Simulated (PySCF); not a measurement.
C₃H₁₀O₂Si. Atoms are numbered in the order given.

```xyz
16

C      2.9314    -0.0734    -0.6817
C      1.5187     0.4277    -0.8730
O      0.6564    -0.2360     0.0151
Si    -0.8851     0.2586     0.4065
C     -2.1163    -0.1359    -0.9253
O     -1.3440    -0.5873     1.7548
H      3.6214     0.4220    -1.3814
H      3.2736     0.1233     0.3454
H      2.9782    -1.1590    -0.8536
H      1.4813     1.5235    -0.7096
H      1.1978     0.2541    -1.9187
H     -0.8173     1.7334     0.6703
H     -3.1305     0.1734    -0.6293
H     -1.8617     0.3826    -1.8628
H     -2.1292    -1.2192    -1.1207
H     -0.7236    -0.5789     2.4893
```
Charge 0, spin multiplicity 1.

Geometry: PBE0-D3(BJ)/def2-SVP. The structure was generated by enumeration; whether it is a known compound was not checked. The values are those of a single conformer.

Calculation: PySCF with PBE0/pcSseg-1.

GIAO shieldings, no solvent; atoms alike by connectivity are averaged. δ = σ(ref) − σ: ¹³C against TMS (σ = 186.3 ppm); ¹⁷O against H2O (σ = 334.2 ppm); ²⁹Si against TMS (σ = 352.7 ppm); ¹H against TMS (σ = 31.56 ppm), references at their B3LYP-D3(BJ)/def2-TZVP geometries, non-relativistic.

Computed chemical shifts:
```csv
nucleus,atoms,count,δ (ppm)
¹³C,C2,1,61.0
¹³C,C1,1,22.0
¹³C,C5,1,-0.1
¹⁷O,O3,1,66.5
¹⁷O,O6,1,51.1
²⁹Si,Si4,1,-5.5
¹H,H12,1,5.25
¹H,"H10, H11",2,3.88
¹H,H16,1,1.83
¹H,"H7, H8, H9",3,1.52
¹H,"H13, H14, H15",3,0.45
```
